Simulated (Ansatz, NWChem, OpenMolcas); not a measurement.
## CH6Sn (SMILES [CH3][SnH3]): the electronic atomisation energy, rung by rung

CH6Sn has 8 atoms, charge 0, and is taken as a singlet. SMILES: `[CH3][SnH3]`. The shape is that of a PBE0-D4/def2-TZVP optimisation.

Each level gives the electronic atomisation energy (eV). The values are calculated. Electronic energies at fixed atoms, without zero-point motion or spin-orbit coupling.

```tsv
level	kind	program	value (eV)	less CCSD(T)/def2-SVP
HF/def2-SVP (core potential)	Hartree–Fock	Ansatz	18.16	-4.91
SVWN5/def2-SVP (core potential)	LDA	Ansatz	27.08	+4.01
PBE/def2-SVP (core potential)	GGA	NWChem	23.98	+0.91
M06-L/def2-SVP (core potential)	meta-GGA	OpenMolcas	24.26	+1.19
B3LYP/def2-SVP (core potential)	global hybrid	NWChem	23.95	+0.88
CAM-B3LYP/def2-SVP (core potential)	range-separated hybrid	Ansatz	24.20	+1.13
HSE06/def2-SVP (core potential)	range-separated hybrid	Ansatz	23.93	+0.86
MP2/def2-SVP (core potential)	perturbation theory	Ansatz	22.73	-0.34
CCSD(T)/def2-SVP (core potential)	coupled cluster or CI	NWChem	23.07	0.00
```

Differences are taken from CCSD(T)/def2-SVP (core potential) for orientation; it has basis-set and higher-order errors of its own. The values span 18.16 to 27.08 eV. In the correlated wave-function rows the outer d shell of Sn is correlated, in sets not made for it.
